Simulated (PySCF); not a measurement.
# In⁺ (indium, charge +1): UHF calculation

Configuration: [Kr] 4d10 5s1 5d1, high-spin 3D determinant (an excited configuration). Calculation: PySCF 2.14, in aug-cc-pV5Z-PP with ECP28MDF (8s8p6d4f3g2h, 139 functions); a scalar-relativistic core potential.

```json
{
 "Total energy": "-188.610924 hartree",
 "One-electron energy": "-325.5485 hartree",
 "Hartree (Coulomb) energy": "152.5035 hartree",
 "Exchange energy": "-15.5658 hartree",
 "⟨S²⟩": "2.0007",
 "⟨L²⟩": "6.001",
 "Sum of ⟨r⟩": "27.01 bohr",
 "Sum of ⟨r²⟩": "65.02 bohr²",
 "Traceless quadrupole moment −½Σ⟨3z² − r²⟩ along its main axis": "9.92 e·bohr²",
 "Time after the integrals": "about 6 core-seconds"
}
```

```csv
shell,electrons,mean orbital energy (hartree),spread (hartree),"rms radius, mean of both spins (bohr)"
4s α,1,-5.82593,0,0.913
4s β,1,-5.81323,0,0.913
4p α,3,-4.07808,0.00089,0.995
4p β,3,-4.07335,0.00272,0.995
4d α,5,-1.46212,0.00458,1.25
4d β,5,-1.45278,0.00385,1.25
5s α,1,-0.78774,0,2.61
5d α,1,-0.21756,0,5.90
```

Energies and moments cover only the electrons outside the core potential. The outer electron is Rydberg-like, and this basis confines it to a smaller radius and binds it less than a complete one would.
